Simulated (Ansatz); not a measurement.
C2H5GaO, 9 atoms. The species carries charge 0 and has multiplicity 1. Correlated methods include outer-core shells of Ga, which these sets cover unevenly. Scalar relativity is left out up to krypton. The bonds changed during the relaxation, so this is another structure than the one it started from. All runs use 2 threads of an Arm Neoverse V1 on a shared host. Correlated methods freeze the cores.

Question: How many basis functions does each run have, and how long does it take in Ansatz? RKS PBE0-D4/def2-TZVP relaxation (11 steps); RKS PBE0-D4/def2-TZVP frequencies; RKS ωB97M-V/def2-QZVPP energy; RKS PBE-D4/def2-TZVPP energy and forces; RKS revPBE-D4/def2-TZVPP energy; RKS PBE0-D4/def2-SVP energy; RHF-CCSD(T)/def2-TZVPP energy; RKS PBE0-D4/def2-QZVPP energy; RHF-MP2/def2-QZVPP energy; RKS ωB97M-V/def2-SVP energy; RHF-CCSD(T)/def2-SVP energy; direct RPA on PBE orbitals/def2-TZVPP energy. (Estimate.)

Answer: Computed: Other jobs shared the machine, so times are rough.

| level | job | functions | wall time | peak host memory (GiB) |
| --- | --- | --- | --- | --- |
| RKS PBE0-D4/def2-SVP | energy | 99 | 1.8 s | 0.19 |
| RKS revPBE-D4/def2-TZVPP | energy | 211 | 2.9 s | 0.24 |
| RKS PBE-D4/def2-TZVPP | energy and forces | 211 | 3.5 s | 0.24 |
| direct RPA on PBE orbitals/def2-TZVPP | energy | 211 | 7.5 s | 0.5 |
| RHF-CCSD(T)/def2-SVP | energy | 99 | 7.5 s | 0.4 |
| RKS ωB97M-V/def2-SVP | energy | 99 | 7.5 s | 0.28 |
| RKS PBE0-D4/def2-QZVPP | energy | 410 | 12 s | 1.2 |
| RKS ωB97M-V/def2-QZVPP | energy | 410 | 29 s | 1.4 |
| RHF-MP2/def2-QZVPP | energy | 410 | 30 s | 2.2 |
| RKS PBE0-D4/def2-TZVP | relaxation (11 steps) | 171 | 52 s | 0.4 |
| RHF-CCSD(T)/def2-TZVPP | energy | 211 | 2.4 min | 3 |
| RKS PBE0-D4/def2-TZVP | frequencies | 171 | 2.9 min | 0.4 |
